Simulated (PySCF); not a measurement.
BeHISe, SMILES [SeH][Be][I]. Geometry optimised at r2SCAN-D4/def2-TZVP. The def2 effective core potentials stand for the cores of I; spin–orbit coupling is left out. One conformer was computed; it need not be the lowest.

Computed with PySCF with r2SCAN-D4/def2-TZVP.

Harmonic wavenumbers (cm⁻¹): 164, 191, 191, 551, 898, 2415. Rotational constants (GHz): 234.7, 0.5817, 0.5803; symmetry number 1.

Task: Work out the zero-point energy and the ideal-gas rigid-rotor harmonic-oscillator thermochemistry at 298.15 K and 1 atm.

Result: ZPE = ½ Σ hcν = ½ × 4411 cm⁻¹ = 26.38 kJ/mol. H − E(el) = 41.58 kJ/mol. Entropy in J/(mol K): translation 175.78, rotation 107.99, vibration 31.86, total 315.63. G − E(el) = -52.53 kJ/mol. Cp = 63.52 J/(mol K).
